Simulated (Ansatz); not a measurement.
```yaml
crystal:
  periodic: [false, false, false]
  atoms:
    - {symbol: S, position_ang: [-1.392077, 2.328570, -0.718157]}
    - {symbol: Ge, position_ang: [0.155969, 0.331327, 0.403943]}
    - {symbol: S, position_ang: [2.556780, 0.249231, -0.972419]}
    - {symbol: S, position_ang: [-0.939355, -2.203067, 0.133926]}
    - {symbol: H, position_ang: [-1.520505, 1.537236, -2.194097]}
    - {symbol: H, position_ang: [0.350984, 0.802770, 2.255676]}
    - {symbol: H, position_ang: [3.047085, -1.188559, -0.252491]}
    - {symbol: H, position_ang: [-2.143632, -1.928884, 1.273869]}
basis:
  gaussian: {orbitals: aug-cc-pVDZ, final_grid: {core_spheres: 8, valence_spheres: 7, degree: 23}, nuclear_model: gaussian}
magnetization: {spin_polarized: true, initial_magnetization: 1}
hamiltonian: {xc: {name: revPBE}, dispersion: d4, pseudopotentials: {relativity: none}}
```

```sh
$ ansatz run in.yaml --threads 4 --pin off --events-out ev --progress --plain --max-ram 10444MiB
```

It prints (some lines left out):

```
Error: a molecule whose nuclei and cores have a total charge of 84 cannot have a net charge of 0 together with 1 unpaired electrons
```

(1) Something in this input is off. What?

Answers

(1) The number of unpaired electrons doesn't fit the electron count. The input was rejected before any iteration.
